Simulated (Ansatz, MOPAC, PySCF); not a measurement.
Pair of molecules: CH3F (SMILES CF) (first 5 atoms) with H2 (SMILES [H][H]); geometry from B3LYP-D3(BJ)/def2-TZVP, rigid monomers moved along the line of their centres of mass till F2···H6 is 2.92 Å.
(charge 0, multiplicity 1):
```xyz
7

C     -0.445    -0.671    -0.351
F     -0.202     0.623     0.098
H      0.104    -0.827    -1.281
H     -0.105    -1.375     0.409
H     -1.516    -0.788    -0.521
H      0.290     0.290     2.959
H      0.381    -0.036     3.623
```

Counterpoise-corrected where a basis set is named; no monomer relaxation. Rows marked so take none.

Correlated levels freeze the cores. CBS(a, b) extrapolates the correlation energy as X⁻³ and adds the Hartree–Fock energy of set b. Rows in 3-21G, 6-31G* carry no dispersion term and start afresh at each structure (6-31G* with six Cartesian d functions). MP2/6-31G* freezes PySCF's default core. The state that PM3, PM7 reach isn't checked; PM7 holds dispersion and hydrogen-bond terms.

Run with Ansatz (Gaussian basis) for Hartree–Fock, density functionals and correlated methods; MOPAC for PM3, PM7 (differences of heats of formation); PySCF for 3-21G rows, 6-31G* rows, the dispersion terms. Values without a source in brackets are computed.

Other levels give for the interaction energy: PBE/def2-TZVPPD -0.45; B3LYP/def2-TZVPPD -0.15; B3LYP-D3(BJ)/def2-TZVPPD -0.44; wB97M-V/def2-TZVPPD -0.47; CCSD(T)/CBS(aug-cc-pVDZ, aug-cc-pVTZ) -0.53 kcal/mol.

What do these common cheap choices give for the same quantity: PM3, PM7, HF/3-21G (no counterpoise), HF/6-31G*, BP86/6-31G* (no counterpoise), M06-2X/6-31G* (no counterpoise), MP2/6-31G*, MP2/6-31G* (no counterpoise)?

PM3 -0.20; PM7 -0.07; HF/3-21G (no counterpoise) -0.76; HF/6-31G* -0.06; BP86/6-31G* (no counterpoise) -0.49; M06-2X/6-31G* (no counterpoise) -0.99; MP2/6-31G* -0.15; MP2/6-31G* (no counterpoise) -0.79 kcal/mol. They span -0.99 to -0.06 kcal/mol.

Ansatz is an electronic-structure program.
